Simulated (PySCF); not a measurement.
Delta-SCF ions had no search for a lower state. Excitations are Tamm–Dancoff values on a coarser integration grid. The basis has no diffuse functions, so Rydberg states are missing or too high.

## CH3B3, SMILES `BB1B=C1` (charge 0, multiplicity 1)

Level of theory: PySCF with PBE0-D3(BJ)/def2-TZVP.

```
Quantity                                                           Result
-------------------------------------------  ----------------------------
HOMO                                                             -8.08 eV
dipole moment                                                      0.86 D
HOMO–LUMO gap                                                     4.76 eV
LUMO                                                             -3.33 eV
S1 excitation (TDA)                                               3.28 eV
S1 oscillator strength                                              0.005
brightest of the four lowest singlets (TDA)                       4.80 eV
T1 excitation (TDA)                                               2.07 eV
S1–T1 gap (TDA)                                                   1.21 eV
vertical ionisation energy (Delta-SCF)                           10.30 eV
total energy                                                  -3106.86 eV
cost                                         very roughly 70 core-seconds
```

```xyz
7

B     -1.3776    -0.1295     0.0316
B      0.1527     0.4625     0.2245
B      1.4513     1.2081     0.5111
C      1.6795     0.0263    -0.1053
H     -1.8946    -0.8072     0.8714
H     -2.0228     0.1169    -0.9456
H      2.0115    -0.8770    -0.5877
```
